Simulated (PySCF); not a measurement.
Geometry:
```tsv
atom	x (Å)	y (Å)	z (Å)
C1	-0.673	-0.700	-1.283
C2	-0.922	0.337	-0.184
C3	-2.109	-0.088	0.689
C4	-1.222	1.694	-0.826
C5	0.313	0.466	0.708
O6	0.858	1.544	0.876
C7	0.868	-0.758	1.327
Si8	2.613	-1.036	0.548
O9	3.332	0.405	0.477
H10	-0.515	-1.693	-0.872
H11	0.199	-0.427	-1.873
H12	-1.536	-0.740	-1.945
H13	-1.949	-1.071	1.126
H14	-2.262	0.627	1.495
H15	-3.014	-0.126	0.086
H16	-0.381	2.018	-1.434
H17	-2.107	1.628	-1.455
H18	-1.390	2.446	-0.059
H19	1.046	-0.561	2.384
H20	0.224	-1.624	1.235
H21	2.457	-1.592	-0.796
H22	3.383	-1.901	1.434
H23	2.780	1.180	0.650
```

[PySCF: coordinates at the GFN2-xTB level; GIAO PBE0/pcSseg-1 shieldings; non-relativistic; gas phase; rapidly exchanging positions averaged; one computed conformer]

Q: Predict the 2D correlation tables (HSQC, COSY, HMBC).

A: 

HSQC (one-bond C–H):
```csv
δH,δC
2.41 (H19/H20),31.0 (C7)
1.19 (H10/H11/H12/H13/H14/H15/H16/H17/H18),28.3 (C1/C3/C4)
```

COSY cross peaks (H two or three bonds apart, from the bond graph; peaks can be absent where the dihedral angle is near 90°):
```csv
δH,δH
5.02 (H21/H22),2.41 (H19/H20)
```

HMBC (two and three bonds, from the bond graph):
```csv
δH,δC
5.02 (H21/H22),"226.1 (C5), 31.0 (C7)"
2.41 (H19/H20),"226.1 (C5), 47.8 (C2)"
1.19 (H10/H11/H12/H13/H14/H15/H16/H17/H18),"226.1 (C5), 47.8 (C2), 28.3 (C1/C3/C4)"
```

Referencing at the same level of theory: 1H (σref 31.72) and 13C (σref 186.93) vs TMS.

Short H···H contacts in this conformer between protons four or more bonds apart (candidates for NOE cross peaks, intensity ∝ r⁻⁶): H10···H20 2.23 Å, H11···H21 2.76 Å.

The OH or NH signal is concentration- and solvent-dependent in practice; the value given is the gas-phase one. Shifts are as computed. Against solution values, carbons near 30 ppm lie about +3 ppm off and those near 130 ppm about +5 ppm. Of 1309 compounds with measured shifts, 239 miss one by over three times the rms of a fit or turn the order of signals round; such compounds aren't used in these exercises.
